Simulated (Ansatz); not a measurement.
Stepwise reaction of `F[Si](Cl)(Cl)Cl` with ammonia, as a gas-phase model of exchange steps in deposition or etching. ΔE in kJ/mol; ΔG adds harmonic PBE0-D4 terms to CCSD(T)/CBS, at 1 bar.

Program: Ansatz. Geometries: PBE0-D4/def2-TZVP. ΔE: electronic, gas phase. CCSD(T)/CBS adds triple-zeta CCSD(T) − MP2 to the extrapolated MP2 energy (def2 sets, frozen cores). This one scheme is used for every species. Functionals use def2-TZVPP. B3LYP here is the variant with VWN-RPA as its local correlation; programs differ in this. One conformer a species, not always the lowest.

| step | reaction | PBE-D4 | B3LYP-D4 | ωB97M-V | CCSD(T)/CBS | ΔG(400 K) |
| --- | --- | --- | --- | --- | --- | --- |
| 1 | `F[Si](Cl)(Cl)Cl` + NH₃ → `N[Si](F)(Cl)Cl` + HCl | 25.6 | 19.1 | 19.7 | 20.0 | 6.7 |
| 3 | `N[Si](N)(F)Cl` + NH₃ → `N[Si](N)(N)F` + HCl | 50.6 | 45.6 | 46.6 | 46.2 | 28.6 |

Problem. Give the row of step 2, `N[Si](F)(Cl)Cl` + NH₃ → `N[Si](N)(F)Cl` + HCl. (An estimate is asked.)

Solution. Ansatz gave: 
| step | reaction | PBE-D4 | B3LYP-D4 | ωB97M-V | CCSD(T)/CBS | ΔG(400 K) |
| --- | --- | --- | --- | --- | --- | --- |
| 2 | `N[Si](F)(Cl)Cl` + NH₃ → `N[Si](N)(F)Cl` + HCl | 26.0 | 21.1 | 22.5 | 21.5 | 19.9 |

Problem. By hand: ΔE of the 3 steps together at CCSD(T)/CBS.

Solution. (20.0) + (21.5) + (46.2) = 87.7 kJ/mol, or 29.2 kJ/mol a step.

In ΔE step 1 is the lowest and step 3 the highest. All are uphill at CCSD(T)/CBS. ΔG lies between 6.7 and 28.6 kJ/mol a step. PBE-D4 differs from CCSD(T)/CBS by 4.4 to 5.6 kJ/mol a step. Isolated molecules leave out the surface, adducts and barriers. Largest T1 diagnostic: 0.010.
